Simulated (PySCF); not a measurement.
Gas-phase reaction: 3 SnH2F2 + SnF2 ⇌ 2 SnH3F + 2 SnF3

Method: PySCF energies plus ideal-gas RRHO corrections (1 bar). † marks an energy on the PBE0/def2-TZVP geometry and frequencies. MP2 and CCSD(T) freeze the core. Open shells (unrestricted): SnF3 (multiplicity 2); the rest are closed-shell singlets. Sn: scalar-relativistic def2 core potential, no spin-orbit coupling. SnH2F2, SnH3F, SnF3: computed as isolated molecules; such fragments, hydroxides, amides, oligomers or adducts are transient or little studied in the gas. MP2 isn't extrapolated to the basis-set limit; its ΔH°(298 K) is 229.2 kJ in def2-SVP and 258.9 kJ in def2-TZVPP. CCSD(T) isn't extrapolated to the basis-set limit; its ΔH°(298 K) is 239.5 kJ in def2-SVP and 248.0 kJ in def2-TZVPP. The harmonic model lacks anharmonicity and excited electronic states, which grow with temperature; levels with a mode under 35 cm⁻¹ are left out.

ΔH° and ΔS° at 298 K: BLYP/def2-TZVP† 226 kJ, 3 J/K; CCSD(T)/def2-TZVPP† 248 kJ, 3 J/K; MP2/def2-TZVPP† 259 kJ, 3 J/K.

Problem. With the heat capacities included, give log10 K (1 bar) at 600, 800, 1400, 1600, 1800 K from BLYP/def2-TZVP†, CCSD(T)/def2-TZVPP†, MP2/def2-TZVPP†.

Solution. 
```
T (K)  BLYP/def2-TZVP†  CCSD(T)/def2-TZVPP†  MP2/def2-TZVPP†
-----  ---------------  -------------------  ---------------
600              -19.5                -21.4            -22.4
800              -14.6                -16.0            -16.7
1400              -8.2                 -9.1             -9.5
1600              -7.2                 -7.9             -8.3
1800              -6.4                 -7.0             -7.3
```
